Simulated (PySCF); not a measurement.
Si(All)(H)2(OH) (C3H8OSi), SMILES C=CC[SiH2]O.

Coordinates come from a PBE0-D3(BJ)/def2-SVP optimisation. Other conformers were not sampled.

Vertical ionisation energy (IE) and electron affinity (EA) in eV. Rows of orbital energies are one-electron estimates. Where ΔSCF, EOM or ADC give a negative EA the extra electron is unbound and the value depends on the basis.

| level | IE | EA |
|---|---|---|
| −ε(HOMO), −ε(LUMO), HF/def2-TZVP (PySCF) | 9.59 | -3.19 |
| −ε(HOMO), −ε(LUMO), PBE/def2-TZVP (PySCF) | ? | ? |

Task: Complete the blanks. (The exact figures need the calculation; the answer reports its results.)

Result: 
- −ε(HOMO), −ε(LUMO), PBE/def2-TZVP (PySCF), IE: 6.06
- −ε(HOMO), −ε(LUMO), PBE/def2-TZVP (PySCF), EA: 1.11
